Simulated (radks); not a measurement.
Question: Isoelectronic series with 55 electrons, all held in the configuration [Xe] 6s1, which need not be the ground one along the series. Method: scalar-relativistic Kohn-Sham, PBE, spin-polarised, spherical densities, finite nucleus; open shells are filled with parallel spins first (spin-orbit coupling, left out, can overturn this in heavy ions); Fermi nuclear charge, rms radius of each element as measured or else 0.836 A^(1/3) + 0.57 fm; computed with a radial shooting solver on a logarithmic mesh with Libxc functionals. Total energies (hartree) and orbital eigenvalues (eV):

ion,E (hartree),6s up,5p down
Cs,-7786.6387,-2.2675,-13.4270
Ba+,-8135.0397,-7.8655,-24.2648
La2+,-8492.2459,-14.9868,-37.0228
Ce3+,-8858.2861,-23.3606,-51.4037
Nd5+,-9617.0418,-43.4344,-84.5629
Pm6+,-10009.8478,-55.0187,-103.2122
Sm7+,-10411.6646,-67.5875,-123.1874
Eu8+,-10822.5870,-81.1178,-144.4613
Gd9+,-11242.6529,-95.5924,-167.0135
Tb10+,-11671.9763,-110.9988,-190.8278
Dy11+,-12110.4960,-127.3265,-215.8922
Ho12+,-12558.4284,-144.5693,-242.1965
Er13+,-13015.7585,-162.7213,-269.7334
Tm14+,-13482.6236,-181.7795,-298.4966
Yb15+,-13959.0145,-201.7406,-328.4818
Lu16+,-14445.0767,-222.6041,-359.6852
Hf17+,-14940.9363,-244.3701,-392.1041
Ta18+,-15446.6195,-267.0386,-425.7370
W19+,-15962.2258,-290.6108,-460.5826
Re20+,-16487.8678,-315.0889,-496.6406
Os21+,-17023.6003,-340.4748,-533.9109

Estimate the row of Pr4+.

Answer: E (hartree) -9233.2032; 6s up -32.8664; 5p down -67.2763.
